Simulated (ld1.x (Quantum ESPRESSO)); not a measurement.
**Before and after: TM potential for Cl (Z = 17)**

```
Element                 : chlorine (Cl)
Generator               : ld1.x (Quantum ESPRESSO) 7.5
Type                    : norm-conserving Troullier–Martins (Kleinman–Bylander form)
Functional              : LDA (PZ)
Relativity              : scalar-relativistic
Frozen core             : [Ne]
Valence charge          : 7
Reference configuration : 3s2 3p4 (charge +1)
Partial waves           : 3s (bound): rc 1.30 bohr; 3p (bound): rc 1.20 bohr
Local potential         : all-electron potential smoothed inside 1.10 bohr (lloc = -1)
Core correction         : none
```

All-electron outer shells of the reference configuration (LDA (PZ), scalar-relativistic, ld1.x):

```csv
shell,level (eV),outermost node (bohr),outermost maximum (bohr)
3s,-32.06,0.56,1.26
3p,-19.51,0.53,1.39
```

Change: all radii scaled by about 1.38 (s 1.80, p 1.66 bohr); local potential all-electron potential smoothed inside 1.52 bohr (lloc = -1).

Cutoffs: the cutoffs (Ry, on a coarse ladder) from which the occupation-weighted sum of valence levels, in a spherical-Bessel basis at the reference potential, stays within 10 and 1 mRy of its value at 400 Ry; they do not see the model core or the augmentation charge, which bear on the density cutoff. Errors are all-electron minus pseudo energies relative to the spin-unpolarised reference configuration.

Task: What does the change do?

Result: The potential gets softer (55 Ry and 100 Ry → 30 Ry and 50 Ry); of the 9 tests that both files solve, the error grows in 5 and shrinks in 0 by more than 15 % and 0.3 meV (median size 16.0 → 19.1 meV); neither file shows a bound ghost. A larger radius leaves more room for a smooth pseudo-wave, so fewer plane waves are needed. More of the atom is replaced by a form fitted at one configuration, so other configurations suffer.

```csv
quantity,base,changed
"cutoff, loose",55 Ry,30 Ry
"cutoff, tight",100 Ry,50 Ry
loose cutoff by channel (10 mRy a level),"s 30 Ry, p 15 Ry","s 18 Ry, p 15 Ry"
bound ghosts,none,none
"error for 3s2 3p5, meV [ΔE -13.97 eV]",+8.2,+9.3
"error for 3s2 3p3, meV [ΔE 25.53 eV]",+16,+19
"error for 3s2 3p2, meV [ΔE 63.92 eV]",+95,+116
"error for 3s2 3p4.5, meV [ΔE -8.34 eV]",+2.9,+3.3
"error for 3s1 3p6, meV [ΔE -1.92 eV]",+5.8,+8.7
"error for 3s2 3p5.3, meV [ΔE -16.14 eV]",+11,+13
"error for 3s2 3p1, meV [ΔE 116.29 eV]",+302,+372
"error for 3s2 3p4 (spin-polarised), meV [ΔE -0.88 eV]",+89,+92
"error for 3s2 3p5 (spin-polarised), meV [ΔE -14.16 eV]",+25,+27
```
